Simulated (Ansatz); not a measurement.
Calculated with Ansatz (gas phase, PBE0-D4/def2-TZVP geometries, no zero-point term in ΔE). CCSD(T)/CBS adds triple-zeta CCSD(T) − MP2 to the extrapolated MP2 energy (def2 sets, frozen cores). Functionals use def2-TZVPP. For As outer-core shells are correlated without core-valence functions, which leaves a few kJ/mol of doubt a bond. Scalar relativity is left out up to krypton. Each species was taken in one conformer, which may not be the lowest.

Reaction (cleavage of the Si–As bond): `[SiH3][AsH2]` + `[OH][Al]([Cl])[Cl]` → `[SiH3][O][Al]([Cl])[Cl]` + arsine

```
   level  ΔE (kJ/mol)
BHLYP-D4        -90.0
    BLYP        -74.8
```

**Question.** What does CCSD(T)/CBS give? (Best estimate.)

**Answer.** Computed: -77.0 kJ/mol. The listed levels differ from it by -13.0, 2.2 kJ/mol.

Largest T1 diagnostic among the species: 0.011.

From PBE to PBE0 (25 % exact exchange), in def2-TZVPP and without D4, ΔE moves by −7.5 kJ/mol. At CCSD(T), def2-SVP lies −6.4 kJ/mol from the extrapolated value and def2-TZVPP −2.6 kJ/mol. Leaving LDA and LC-ωPBE aside and taking each functional with its dispersion term where it has one, the values, not all of them listed here, spread over 34.0 kJ/mol, from BHLYP-D4 to revPBE-D4.
